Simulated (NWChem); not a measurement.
System: C$_{4}$H$_{7}$F; SMILES C=C(F)CC

Input file for NWChem:

```
start job
memory heap 200 mb stack 900 mb global 1100 mb
geometry units angstroms noautoz
  C     -0.985622     1.567849    -0.173619
  C     -0.099669     0.587010     0.057706
  F      1.218930     0.805477    -0.182114
  C     -0.358366    -0.801120     0.558479
  C      0.114465    -1.889929    -0.414929
  H     -0.654202     2.547322    -0.545533
  H     -2.054083     1.398867     0.012469
  H     -1.441171    -0.901911     0.772317
  H      0.171979    -0.921132     1.529970
  H      1.194652    -1.776898    -0.632673
  H     -0.045894    -2.899992     0.010699
  H     -0.433282    -1.829140    -1.376927
end
basis spherical
  C library sto-3g
  F library sto-3g
  H library sto-3g
end
dft
  xc hfexch
  iterations 150
  mulliken
end
task dft energy
```

Coordinates come from a PBE-D3(BJ)/def2-SVP optimisation.

Question: Give the results of this calculation. (Hartree-Fock/STO-3G.) Quantities: basis functions; energy (Ha); highest occupied level (eV); orbital gap (eV); dipole (D).

Answer: 
```yaml
number_of_basis_functions: 32
energy (Ha): -251.70
highest occupied level (eV): -7.80
orbital gap (eV): 16.35
dipole (D): 1.06
```
